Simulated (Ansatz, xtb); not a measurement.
**H2PSSe: 8 structures ranked**

8 gas-phase structures of H2PSSe, found in a search over its isomers (lower ones may exist). Each was relaxed with GFN2-xTB; where two conformers were screened, the lower at r2SCAN-D4/def2-SVP is listed:

A. `[PH]S[SeH]`, a doublet
B. `[PH][Se]S`, a doublet
C. `SP[Se]`, a doublet
D. `[S][PH2+][Se-]`, a doublet
E. `P[Se][S]`, a doublet
F. `S[P][SeH]`, a doublet
G. `PS[Se]`, a doublet
H. `[S]P[SeH]`, a doublet

Question: Estimate their order in r2SCAN-D4/def2-SVP energy at these geometries, lowest first.

Answer: Calculated order at r2SCAN-D4/def2-SVP: C (0.0), F (0.6), H (2.9), E (5.5), G (5.9), D (7.2), B (8.2), A (13.8) kcal/mol. Less than 1 kcal/mol parts C and F; E and G, so the order within those pairs means little. CCSD(T)/def2-SVP after further relaxation puts F lowest instead.

Energies above the lowest of each column, in kcal/mol; the last columns are at PBE0-D3(BJ)/def2-SVP geometries and were run for some of them only (a dash: not run or not comparable):

| structure | GFN2-xTB | HF/STO-3G | r2SCAN-D4/def2-SVP | PBE0-D3(BJ)/def2-SVP | CCSD(T)/def2-SVP |
| --- | --- | --- | --- | --- | --- |
| C | 0.2 | 1.7 | 0.0 | 0.1 | 1.2 |
| F | 9.2 | 2.0 | 0.6 | 0.0 | 0.0 |
| H | 8.9 | 10.3 | 2.9 | 4.0 | 6.1 |
| E | 1.1 | 0.0 | 5.5 | 6.3 | 6.7 |
| G | 0.0 | 1.1 | 5.9 | – | – |
| D | 2.0 | 46.2 | 7.2 | – | – |
| B | 9.4 | 2.6 | 8.2 | – | – |
| A | 19.2 | 12.6 | 13.8 | – | – |

CCSD(T)/def2-SVP puts F lowest of those it was run on; GFN2-xTB picks G, HF/STO-3G picks E, r2SCAN-D4/def2-SVP picks C. CCSD(T)/def2-SVP orders those it was run on as F (0.0), C (1.2), H (6.1), E (6.7) kcal/mol. Less than 1 kcal/mol parts H and E, so the order within that pair means little. Flexible structures stand in one conformer each, not always the lowest. Frequencies (PBE0-D3(BJ)/def2-SVP) were run for C, E, F, H alone. Open shells are spin-unrestricted.

Over these structures GFN2-xTB departs from r2SCAN-D4/def2-SVP by 4.6 kcal/mol on average once a common shift is removed. A GFN2-xTB relaxation took about 0.086 s and the r2SCAN-D4/def2-SVP energy about 2.4 s on a shared host (Ansatz 0.2.0, xtb 6.7.1).
